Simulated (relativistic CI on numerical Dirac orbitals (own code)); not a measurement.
# Hyperfine structure of Pr²⁷⁺, mass number 141

Method of calculation: Dirac-Coulomb-Breit CI, orbitals from a KLI potential per configuration, QED by a radiative potential, unscaled Slater integrals (own radial code, finite nucleus).

Configurations in the expansion (outside the closed core [Ar] 3d10): 4s²4p², 4s4p³, 4s²4p4d, 4p⁴, 4s4p²4d, 4s²4p4f, 4s4p²4f, 4p³4d, 4s4p4d², 4s²4d4f, 4p³4f, 4s²4d², 4s4d³, 4s4d²4f, 4p²4d², 4p4d³, 4p4d²4f, 4s²4f², 4s4d4f², 4s4f³, 4p²4f², 4p4d4f², 4p4f³, 4s4p4d4f. Double excitations out of closed p, d and f shells are left out; levels of such configurations are missing from the list, as are those of other unlisted configurations, and high levels can miss mixing partners.

Nuclear spin I = 5/2, μ = 4.266 μN, Q = -0.0589 b (tables of Stone and Pyykkö). The electronic factors are computed for point nuclear moments, without core polarisation or the Bohr-Weisskopf and QED corrections.

```csv
Level,E (cm⁻¹),A (GHz),B (GHz)
4s²4p² ³P1,196652,-17.58,-1.28
4s²4p² ¹D2,221199,94.07,-1.84
4s²4p² ³P2,436285,41.01,-0.723
4s4p³ ⁵S°2,679458,234.7,-1.62
4s4p³ ³D°2,863855,164.7,-1.72
4s4p³ ³D°3,910220,204.7,0.204
4s4p³ ³P°1,985247,177.3,2.28
4s²4p4d ³F°2,1053459,59.38,-0.649
```

Levels with J = 0, under 50 % of one LS term, or S terms without an open s electron are left out. Small factors come from cancelling terms and can be off by tens of per cent or more.

At this charge energies of transitions that change n are usually good to better than 1 %, and those within a shell (Δn = 0) to a few per cent.

(1) Give the hyperfine levels of 4s²4p² ¹D2 relative to its centre of gravity.

## Answers

(1) With K = F(F + 1) − I(I + 1) − J(J + 1), E = AK/2 + B[¾K(K + 1) − I(I + 1)J(J + 1)]/[2I(2I − 1)J(2J − 1)]: F = 1/2: -659.8, F = 3/2: -517.9, F = 5/2: -281.8, F = 7/2: 47.82, F = 9/2: 469.9 GHz.

LS names give the leading component of a level, which can be under half, so a name can repeat, a term be missing and a line seem to break the LS rules.
